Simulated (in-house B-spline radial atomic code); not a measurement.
Values are calculated unless marked as measured or tabulated.
W in an electron gas of r_s = 3.3: phase shifts, screening and friction

A nucleus sits in a uniform electron gas with a rigid positive background. The Kohn-Sham equations are solved self-consistently in the spin-unpolarised LDA (PW92), non-relativistic, on B-splines with outgoing waves at the boundary and partial waves to l = 8. The model has no lattice, no bands and no magnetic solution. Atomic units; δ_l are the phase shifts at the Fermi level, counted so that each bound state adds π, and good to about 0.0005. Heavy atoms are models without relativity. A narrow, partly filled d or f resonance in a thin gas would split by spin, so such rows rest on a solution that is probably unstable.

The density parameter is r_s = 3.3 bohr.

```csv
l,δ_l (rad)
0,15.6321
1,12.4731
2,8.2908
3,3.1077
4,-0.0029
5,-0.0005
6,-0.0004
7,-0.0004
8,-0.0004
```

Bound levels below the band bottom (hartree): p -14.04, d -8.427, s -1.951, f -1.099, p -1.066 and deeper ones.

Question: Check the Friedel sum rule, and say where the screening charge sits.

Answer: k_F = (9π/4)^(1/3)/r_s = 0.58156. The rule is Z = (2/π) Σ (2l + 1) δ_l. The terms are s 9.952, p 23.822, d 26.390, f 13.849 and -0.032 beyond, in all 73.981 against Z = 74. Bound states hold 10 s, 24 p, 20 d and 14 f electrons, so the scattering states carry 5.98 in all; where a term is smaller than its bound count, the bound level has drawn weight out of the band.

Question: Find the transport cross section and the electronic stopping of a 10 keV W ion (mass 183.84 u).

Answer: σ_tr = (4π/k_F²) Σ (l + 1) sin²(δ_l − δ_(l+1)). The terms for l = 0 to 3 are 0.0003, 1.4887, 2.3830, 0.0038, all together 3.8758, so σ_tr = 37.155 × 3.8758 = 144.007 bohr². With n = 3/(4π r_s³) = 0.006643, the friction coefficient is Q = n k_F σ_tr = 0.5564. For v well below v_F = 0.582, dE/dx = Q v; with 24801 eV per u at v = 1, v = √(10000/(24801 × 183.84)) = 0.0468, so dE/dx = 0.02606 hartree/bohr = 13.4 eV/nm. The largest term couples the d and f waves.
